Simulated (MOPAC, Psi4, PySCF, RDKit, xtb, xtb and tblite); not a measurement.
Two geometries of C5H9N, SMILES CCCCC#N, relaxed at GFN2-xTB with one dihedral held; other torsions can differ between them too.

Structure A

```
15

C     -2.1159     0.1081     0.1152
C     -0.6626     0.4946    -0.1350
C      0.2481    -0.7221    -0.3164
C      0.1613    -1.3150    -1.7297
C      0.6333    -0.3777    -2.7160
N      1.0127     0.3733    -3.4901
H     -2.1975    -0.5121     1.0056
H     -2.5287    -0.4435    -0.7269
H     -2.7227     0.9982     0.2616
H     -0.5925     1.1345    -1.0170
H     -0.3059     1.0735     0.7200
H     -0.0194    -1.4940     0.4080
H      1.2840    -0.4295    -0.1280
H      0.7723    -2.2198    -1.7993
H     -0.8718    -1.5791    -1.9715
```

Structure B

```
15

C      2.1310     0.2317     0.2364
C      0.6653     0.5036    -0.0880
C     -0.2167    -0.7397    -0.3443
C      0.4880    -2.1012    -0.2419
C      1.3901    -2.3292    -1.3413
N      2.0856    -2.5193    -2.2289
H      2.2398    -0.3083     1.1746
H      2.6114    -0.3361    -0.5560
H      2.6557     1.1793     0.3380
H      0.6338     1.1407    -0.9738
H      0.2333     1.0783     0.7338
H     -1.0353    -0.7504     0.3787
H     -0.6660    -0.6669    -1.3367
H     -0.2659    -2.8945    -0.2710
H      1.0393    -2.1907     0.6962
```

Problem. Which is lower in energy at the level Psi4 1.11 with wB97X-D/def2-TZVP // GFN2-xTB, and by how much?

Solution. A is lower, by 4.59 kcal/mol (dihedral C1–C2–C3–C4: 80° in A, 0° in B).

E(B) − E(A) in kcal/mol at the other levels, on the same two geometries: GFN2-xTB (xtb and tblite) 3.97; MMFF94 // GFN2-xTB (RDKit) 5.59; PBE/def2-TZVP // GFN2-xTB (Psi4) 4.70; PBE-D3(BJ)/def2-TZVP // GFN2-xTB (Psi4) 4.46; UFF // GFN2-xTB (RDKit) 7.91; PM7, restricted, heats of formation // GFN2-xTB (MOPAC) 3.26; PM6, restricted, heats of formation // GFN2-xTB (MOPAC) 3.01; GFN1-xTB // GFN2-xTB (xtb) 3.05; restricted B3LYP/6-31G*, spherical d, density fitting // GFN2-xTB (PySCF) 4.87; restricted Hartree-Fock/3-21G // GFN2-xTB (PySCF) 5.66; restricted B3LYP/6-311+G**, spherical d, density fitting // GFN2-xTB (PySCF) 4.96; restricted Hartree-Fock/STO-3G // GFN2-xTB (PySCF) 5.04.
